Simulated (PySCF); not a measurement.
Method: M06-2X/def2-TZVP // PBE0-D3(BJ)/def2-TZVP in PySCF. Gas-phase values, no solvent. One relaxed conformer stands for a flexible species; it need not be the lowest. Excitations are Tamm–Dancoff values on a coarser integration grid. The basis has no diffuse functions, so Rydberg states are missing or too high.

Reference species (SMILES): `[SH][Al]([SH])[SH]` (neutral, multiplicity 1).

The HOMO is -8.88 eV and the T1 excitation (TDA) comes out as 5.53 eV.

Changed species: `[SiH3][Al]([SH])[SH]` (S–Al–S–H torsion -179°, S–Al–S–H torsion -1°) (2 of 3 SiH3 replaced by SH; the reference has 3 of 3 SiH3 replaced by SH).

**Question.** Give the shifts of the HOMO and T1 excitation (TDA).

**Answer.** the HOMO increases by 0.13 eV, to -8.75 eV; the T1 excitation (TDA) decreases by 0.99 eV, to 4.54 eV.
